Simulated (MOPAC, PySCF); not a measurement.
C3H3N, SMILES `[H]/N=C\C#C`, neutral singlet in the gas phase. 

Cartesian coordinates (Å):
```xyz
7

C      1.7502     0.0113     0.1978
C      0.5644    -0.1791     0.2476
C     -0.8458    -0.4188     0.3081
N     -1.7607     0.4627     0.2471
H      2.7974     0.1881     0.1530
H     -1.1461    -1.4613     0.4169
H     -1.3594     1.3972     0.1460
```
Charge 0, multiplicity 1.

All levels are single points at this geometry (B3LYP-D3(BJ)/def2-TZVP); Pople sets use spherical d functions. Orbital energies aren't observables, and empty levels follow the basis.

HF/6-31G* in PySCF gives HOMO (eV) = -10.53.

Task: Estimate the HOMO (eV) from each of these levels: B3LYP-D3(BJ)/def2-TZVP in PySCF; PBE-D3(BJ)/def2-TZVP in PySCF; B3LYP/3-21G in PySCF; B3LYP/6-311+G** in PySCF; B3LYP/6-31G* in PySCF; PBE/6-31G* in PySCF; PM3 in MOPAC; PM7 in MOPAC.

Result: 
| level | HOMO (eV) |
|---|---|
| B3LYP-D3(BJ)/def2-TZVP in PySCF | -7.92 |
| PBE-D3(BJ)/def2-TZVP in PySCF | -6.60 |
| B3LYP/3-21G in PySCF | -7.20 |
| B3LYP/6-311+G** in PySCF | -7.96 |
| B3LYP/6-31G* in PySCF | -7.53 |
| PBE/6-31G* in PySCF | -6.21 |
| PM3 in MOPAC | -10.55 |
| PM7 in MOPAC | -11.10 |
